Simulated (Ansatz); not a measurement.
Process, species as SMILES: O=BF → F atom + [B]=O (B-O)
B3LYP-D3(BJ)/def2-TZVP geometries, fixed; electronic energies without zero-point terms.

Basis-set convergence of the bond dissociation energy at wB97M-V with Ansatz (a first-principles code). Cartesian d functions, on some or all atoms, in 6-31+G*; all else is spherical. The program fits the integrals of some runs and decomposes those of others, by size. Open shells are unrestricted. The functional holds VV10 correlation; no added dispersion term, no relativity. Functions are those of the species that has most. Reference: the value in aug-pcseg-3, 165.09 kcal/mol, itself unsure by roughly 0.21 kcal/mol (its mean distance from aug-cc-pVQZ, cc-pV5Z, def2-QZVPPD).

```tsv
basis	functions	bond dissociation energy (kcal/mol)
STO-3G	15	(withheld)
6-31G	27	(withheld)
def2-SVP	42	167.44
6-311G**	54	162.46
6-31+G*	57	162.71
6-311+G**	66	161.28
aug-pcseg-1	69	(withheld)
6-311++G(2d,2p)	81	164.27
cc-pVTZ	90	(withheld)
def2-TZVPP	93	164.84
6-311++G(3df,3pd)	117	165.75
jun-cc-pV(T+d)Z	117	164.45
aug-pcseg-2	138	165.24
cc-pVQZ	165	165.37
def2-QZVPP	171	164.85
def2-QZVPPD	195	164.77
aug-pcseg-3	255	165.09
cc-pV5Z	273	165.00
```

Problem. Complete the blanks.

Solution. 
- STO-3G, bond dissociation energy (kcal/mol): 167.69
- 6-31G, bond dissociation energy (kcal/mol): 151.30
- aug-pcseg-1, bond dissociation energy (kcal/mol): 163.07
- cc-pVTZ, bond dissociation energy (kcal/mol): 165.60
